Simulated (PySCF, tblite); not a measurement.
Calculations on `N#CCC[Se]C#[N+][AlH3-]`, in the order of a workflow; each names the level of the geometry that it ran on. Settings lines and outputs come from a driver script.

C4H7AlN2Se.
Atom-mapped SMILES: `[N:1]#[C:2][CH2:3][CH2:4][Se:5][C:6]#[N+:7][AlH3-:8]` (hydrogens: H9, H10 on C3; H11, H12 on C4; H13, H14, H15 on Al8)

Step 1: GFN2-xTB geometry optimisation, gas phase (tblite 0.8.0) (from a force-field or distance-geometry start)
```json
{"job": {"kind": "relax", "xc": "GFN2-xTB", "basis": "xTB"}, "charge": 0, "multiplicity": 1}
```
```
step      E/eV     max force
  0    -601.89109    3.114
  1    -601.97163    8.771
  2    -602.32483    1.362
...
222    -602.91632    0.035
223    -602.91636    0.017
224    -602.91639    0.024
225    -602.91641    0.014
226    -602.91643    0.007
```

Energy lowered by 23.6 kcal/mol over 226 steps; largest atomic force 0.007 eV/Å at the end. «max force» is the largest atomic force in eV/Å.

Hardware: Arm Neoverse N1, one thread, no GPU, shared host with 64 logical CPUs at a one-minute load of 59. Cost: 3.0 s wall.

Step 2: GFN2-xTB harmonic vibrations, gas phase (tblite 0.8.0) (on the GFN2-xTB geometry)
```json
{"job": {"kind": "ir", "xc": "GFN2-xTB", "basis": "xTB"}, "charge": 0, "multiplicity": 1}
```
```
(table of modes left out)
```

39 modes from 35 to 2974 cm⁻¹ (unscaled, harmonic); zero-point energy 56.9 kcal/mol; all wavenumbers are real at this level.

Time: 0.97 s. Hardware: an Arm Neoverse N1 with one thread, no GPU, shared host with 64 logical CPUs at a one-minute load of 59.

Step 3: TDDFT PBE0/def2-SVPD, vertical, gas phase, core orbitals frozen in the response (PySCF 2.14.0, density-fitted response routines) (on the GFN2-xTB geometry)
```json
{"job": {"kind": "uv", "xc": "PBE0", "basis": "def2-SVPD", "nstates": 8, "ntriplets": 3}, "charge": 0, "multiplicity": 1}
```
```
...
Static polarisability (au): isotropic 112.900, principal 96.501 105.323 136.875
Singlet excitations
state   eV       nm        f      main configurations
  1   3.8168    324.8   0.00289   H->L 0.93
  2   4.0783    304.0   0.00724   H-1->L 0.98
  3   4.5612    271.8   0.00185   H-2->L 0.93
  4   5.2323    237.0   0.00626   H->L+1 0.80
  5   5.3772    230.6   0.00657   H->L+2 0.31, H-1->L+2 0.29, H-1->L+1 0.28
  6   5.4375    228.0   0.04775   H->L+2 0.61, H-1->L+2 0.19, H-1->L+1 0.14
  7   5.5875    221.9   0.00447   H-1->L+1 0.49, H-1->L+2 0.48
  8   5.9022    210.1   0.00291   H-2->L+1 0.77, H->L+1 0.09
Triplet excitations (Tamm-Dancoff, eV): 3.6442 3.9185 4.2946
```

HOMO -7.57 eV, LUMO -2.62 eV; lowest singlet 3.82 eV; lowest triplet 3.64 eV (Tamm–Dancoff); mean polarisability 112.9 au.

On one thread, Arm Neoverse N1 (aarch64), shared host with 64 logical CPUs at a one-minute load of 59, this took 2.0 min (with the writing of density and orbital grids) and 0.97 GiB of memory at its peak.

Geometry of the electronic-property runs (GFN2-xTB):
```
atom  x, y, z in Å
N1    -2.937   -0.415    1.566
C2    -2.213    0.001    0.786
C3    -1.306    0.471   -0.231
C4    -1.168   -0.544   -1.357
Se5   -0.508   -2.318   -0.717
C6     1.056   -1.618   -0.230
N7     2.020   -1.042    0.053
Al8    2.432    0.893    0.235
H9    -0.332    0.688    0.229
H10   -1.695    1.408   -0.643
H11   -0.458   -0.196   -2.109
H12   -2.131   -0.763   -1.826
H13    3.975    0.957    0.381
H14    1.757    1.305   -1.146
H15    1.503    1.181    1.483
```

 (This holds for the electronic-property runs.)

One conformer stands for the species.
